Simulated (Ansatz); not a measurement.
Reaction (formal exchange of groups at the Sb–Al bond): `[OH][AlH][SbH][Cl]` + `CBF` → `C[B](F)[SbH][Cl]` + `[OH][AlH2]`

Calculated with Ansatz (gas phase, PBE0-D4/def2-TZVP geometries, no zero-point term in ΔE). CCSD(T)/CBS is the MP2 limit (def2-TZVPP, def2-QZVPP) plus CCSD(T) − MP2 in def2-TZVPP, frozen cores. This one scheme is used for every species. Functionals use def2-TZVPP. HSE06 is defined as in plane-wave codes. Elements past krypton have def2 core potentials. For Sb outer-core shells are correlated without core-valence functions, which leaves a few kJ/mol of doubt a bond. One conformer a species, not always the lowest.

| level | ΔE (kJ/mol) |
| --- | --- |
| HSE06-D4 | 61.5 |
| BHLYP-D4 | 61.8 |
| ωB97X-V | 55.5 |
| ωB97M-V | 56.7 |
| HSE06 | 62.9 |
| BHLYP | 62.4 |
| SCS-MP2/def2-QZVPP | 57.7 |
| CCSD/CBS(def2) | 59.1 |

(1) What does CCSD(T)/CBS give? (Best estimate.)

Largest T1 diagnostic among the species: 0.014.

Answers

(1) Ansatz gave: +58.4 kJ/mol. The listed levels differ from it by 3.1, 3.4, -2.9, -1.7, 4.5, 4.0, -0.7, 0.7 kJ/mol.

Leaving LDA and LC-ωPBE aside and taking each functional with its dispersion term where it has one, the values, not all of them listed here, spread over 17.0 kJ/mol, from B97M-V to BHLYP-D4. In def2-TZVPP, CCSD(T) changes the Hartree–Fock value by −7.1 kJ/mol (the triples alone add −0.8 kJ/mol) and MP2 by −5.9 kJ/mol.
